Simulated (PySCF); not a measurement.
Two species compared at the same levels of theory.

First species: C7H10N2.
Structure used (GFN2-xTB), in Å, numbered top down from 1:
```xyz
19
C7H10N2 angstrom
C     -2.5349   -0.5255   -1.2079
C     -1.3916   -0.6820   -0.5484
C     -0.7239    0.3679    0.1795
C     -1.1305    1.6620    0.4846
C     -0.0800    2.2061    1.2219
N      0.8987    1.3297    1.3656
N      0.5049    0.2253    0.7448
C      1.4011   -0.8971    0.6793
C      2.1344   -0.9515   -0.6599
H     -3.0404    0.4233   -1.2498
H     -3.0015   -1.3432   -1.7288
H     -0.9109   -1.6517   -0.5366
H     -2.0535    2.1346    0.2203
H      0.0040    3.1847    1.6508
H      0.8436   -1.8230    0.8494
H      2.1187   -0.7630    1.4918
H      2.8262   -1.7896   -0.6722
H      2.6960   -0.0330   -0.8109
H      1.4297   -1.0645   -1.4810
```

Second species: C7H10N2.
Cartesian coordinates in Å at the GFN2-xTB level; atoms count from 1:
```
atom  x, y, z in Å
C1     2.9184   -0.5551    0.3597
N2     2.1765   -0.0560   -0.7890
N3     1.1601    0.8385   -0.4157
C4    -0.1484    0.4655   -0.2005
C5    -0.5245   -0.8622    0.0128
C6    -1.8463   -1.1828    0.2598
C7    -2.8163   -0.1977    0.3037
C8    -2.4507    1.1234    0.0945
C9    -1.1367    1.4544   -0.1578
H10    3.3925    0.2950    0.8482
H11    3.6900   -1.2305   -0.0037
H12    2.2985   -1.0783    1.0972
H13    1.7856   -0.8321   -1.3238
H14    1.2996    1.7651   -0.7950
H15    0.2116   -1.6530   -0.0134
H16   -2.1175   -2.2166    0.4204
H17   -3.8469   -0.4536    0.4965
H18   -3.2007    1.9005    0.1219
H19   -0.8548    2.4848   -0.3232
```

Levels: PBE0/pcSseg-1 for dipole moment, HOMO energy, LUMO energy and HOMO–LUMO gap; GFN2-xTB for rotational constant A and rotational constant C. Geometries: GFN2-xTB. Each species is one conformer at its optimised geometry, gas phase, non-relativistic unless stated. Electronic properties by PySCF.

The conformers computed, where there is a choice (atom-mapped SMILES and torsion angles):
- `[CH2:1]=[CH:2][c:3]1[cH:4][cH:5][n:6][n:7]1[CH2:8][CH3:9]`: C1–C2–C3–C4 8°, N6–N7–C8–C9 -98°
- `[CH3:1][NH:2][NH:3][c:4]1[cH:5][cH:6][cH:7][cH:8][cH:9]1`: C1–N2–N3–C4 -94°, N2–N3–C4–C5 17°

```json
{"property": "dipole moment", "column X": "0.77 D", "column Y": "2.16 D"}
{"property": "HOMO energy", "column X": "-5.72 eV", "column Y": "-6.42 eV"}
{"property": "LUMO energy", "column X": "-0.08 eV", "column Y": "-0.87 eV"}
{"property": "HOMO–LUMO gap", "column X": "5.64 eV", "column Y": "5.55 eV"}
{"property": "rotational constant A", "column X": "4.181 GHz", "column Y": "2.104 GHz"}
{"property": "rotational constant C", "column X": "0.858 GHz", "column Y": "1.007 GHz"}
```

Task: Which column belongs to which species?

Result: Column X is the second species and column Y the first. The first has 19 atoms and 66 electrons, the second 19 and 66.

Task: How does each property change from the first species to the second?

Result: dipole moment -1.39 D; HOMO energy +0.70 eV; LUMO energy +0.79 eV; HOMO–LUMO gap +0.09 eV; rotational constant A +2.077 GHz; rotational constant C -0.149 GHz.

On the first: A dipole of 2.16 D is allowed in C1, and pure rotational transitions are dipole-allowed. In atomic units the dipole is 0.85 e·bohr (1 au = 2.5417 D).

On the second: A dipole of 0.77 D is allowed in C1, and pure rotational transitions are dipole-allowed. The dipole matches unit charges of opposite sign 0.16 Å apart (1 e·Å = 4.8032 D).
